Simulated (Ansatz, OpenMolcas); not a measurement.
## C5H12Si (SMILES C=C[Si](C)(C)C): methods side by side

The species is C5H12Si (18 atoms), meant as a singlet with charge 0. SMILES: `C=C[Si](C)(C)C`. The coordinates come from a PBE0-D4/def2-TZVP relaxation. This is one conformer, not always the lowest.

Quantity: the HOMO–LUMO gap, in eV. The values are calculated.

| level | kind | program | value (eV) | CPU time |
| --- | --- | --- | --- | --- |
| HF/6-31G* (spherical functions) | Hartree–Fock | Ansatz | 14.18 | 5 s |
| BLYP/6-31G* (spherical functions) | GGA | Ansatz | 5.48 | 9.3 s |
| PBE/6-31G* (spherical functions) | GGA | Ansatz | 5.49 | 9.5 s |
| M06-L/6-31G* (spherical functions) | meta-GGA | OpenMolcas | 5.91 | 2.6 min |
| M06-2X/6-31G* (spherical functions) | hybrid meta-GGA | OpenMolcas | 9.82 | 2.6 min |
| B3LYP/6-31G* (Cartesian functions) | global hybrid | OpenMolcas | 7.25 | 2.2 min |
| CAM-B3LYP/6-31G* (spherical functions) | range-separated hybrid | Ansatz | 10.26 | 11 s |
| B2PLYP/6-31G* (spherical functions) | double hybrid | OpenMolcas | 10.13 | 59 s |

The values span 5.48 to 14.18 eV. Orbital gaps aren't excitation energies, and those of double hybrids come from the SCF part alone; they tend to grow with the share of exact exchange. CPU times are rough (shared hosts, several kinds of processor): they show what a rung costs within a factor of a few.
